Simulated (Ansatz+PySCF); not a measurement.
Values are calculated unless marked as measured or tabulated.
Input for Ansatz (development build ahead of 0.2.0):

```yaml
crystal:
  periodic: [false, false, false]
  atoms:
    - { symbol: H, position_ang: [0.0, 0.0, -4.01731] }
    - { symbol: Be, position_ang: [0.0, 0.0, 0.0] }
    - { symbol: H, position_ang: [0.0, 0.0, 4.01731] }
basis:
  gaussian: { orbitals: cc-pVDZ }
hamiltonian:
  xc: pbe0
scf:
  omitted_lower_state_checks: [stability, starts, atomic_configurations, cluster_reference, orbital_swaps, given_window_search, neighbouring_geometries, increment]
output:
  forces: true
```

The input is written out in the form of the current development build from the run's settings.

The run gave:

```json
{
 "Converged": "yes",
 "Total energy": "-15.52587 hartree",
 "Spin squared of the determinant": "0.000"
}
```

Forces (eV/Å):
```tsv
atom	Fx	Fy	Fz
H1	0.000	0.000	0.338
Be2	0.000	0.000	0.000
H3	0.000	0.000	-0.338
```

Caution: charge can spread falsely over distant fragments; an unrestricted determinant lies well below.
